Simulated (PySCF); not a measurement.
In(Cl)(NH2)2 (ClH4InN2), SMILES [NH2][In]([Cl])[NH2]. Atoms are numbered in the order given.

```xyz
8

In    -0.2868     0.0267     0.0000
Cl     2.0712    -0.0150     0.0000
N     -1.1383    -0.1383     1.8267
H     -0.5485     0.1716     2.5950
H     -2.0627     0.2699     1.9382
N     -1.1383    -0.1383    -1.8267
H     -2.0627     0.2699    -1.9382
H     -0.5485     0.1716    -2.5950
```

The structure is a stationary point at PBE0-D3(BJ)/def2-SVP. The structure was generated by enumeration; whether it is a known compound was not checked. The def2 effective core potentials stand for the cores of In; spin–orbit coupling is left out. The values are those of a single conformer.

Computed with PBE/def2-TZVP in PySCF.

ESP charges are fitted to the potential on shells at 1.4 to 2.0 van der Waals radii. Atomic charges (e):

```
atom  ESP fit  Löwdin    Mulliken
----  -------  ------  ----------
In1      0.67    0.08  (withheld)
Cl2     -0.31    0.05  (withheld)
N3      -0.73   -0.37  (withheld)
H4       0.26    0.16  (withheld)
H5       0.29    0.15  (withheld)
N6      -0.73   -0.37  (withheld)
H7       0.29    0.15  (withheld)
H8       0.26    0.16  (withheld)
```

### Question
What belongs in the gaps? (The exact figures need the calculation; the answer reports its results.)

### Answer

- In1, Mulliken: 0.77
- Cl2, Mulliken: -0.39
- N3, Mulliken: -0.66
- H4, Mulliken: 0.24
- H5, Mulliken: 0.23
- N6, Mulliken: -0.66
- H7, Mulliken: 0.23
- H8, Mulliken: 0.24
